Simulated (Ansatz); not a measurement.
Dissociation curve of Al(Me)2(OSiOH3), SMILES [Al]([CH3])([O][Si](O)(O)O)[CH3] (C2H9AlO4Si), singlet. The Al1–C14 bond (Al1 also carries C, O; C14 carries H, H, H) is varied alone, starting from the PBE0/def2-SVP optimised geometry.

Methods: RKS-PBE = Ansatz (a quantum-chemistry and plane-wave program) with restricted PBE/def2-SVP; RKS-BLYP = restricted BLYP/def2-SVP run with Ansatz; RKS-PBE0 = Ansatz with restricted PBE0/def2-SVP; UKS-PBE0 = Ansatz with unrestricted PBE0/def2-SVP.

Energies relative to the lowest point of each curve near equilibrium, in kJ/mol:

```csv
R / Å,RKS-PBE,RKS-BLYP,RKS-PBE0
1.60,157.4,160.8,153.8
1.70,69.7,72.2,66.6
1.83,14.3,15.5,12.5
1.91,1.9,2.3,1.2
1.95,0.0,0.0,0.0
2.00,0.8,0.3,1.7
2.07,6.7,5.5,8.9
2.23,34.0,31.1,39.5
3.23,272.1,258.9,303.0
3.57,330.4,314.1,370.2
4.74,441.7,418.6,507.5
5.71,474.4,449.6,554.1
```

Problem. Predict the corresponding UKS-PBE0 column.

Solution. 1.60: 153.8; 1.70: 66.6; 1.83: 12.5; 1.91: 1.2; 1.95: 0.0; 2.00: 1.7; 2.07: 8.9; 2.23: 39.5; 3.23: 301.9; 3.57: 348.3; 4.74: 388.3; 5.71: 391.3 (kJ/mol).

The restricted form behind RKS-PBE, RKS-BLYP, RKS-PBE0 keeps the bonding electrons paired and can't separate into open-shell fragments. The unrestricted determinant behind UKS-PBE0 is spin-contaminated at 3.23 to 5.71 Å (<S²> up to 1.0, against 0.00 for a pure singlet).
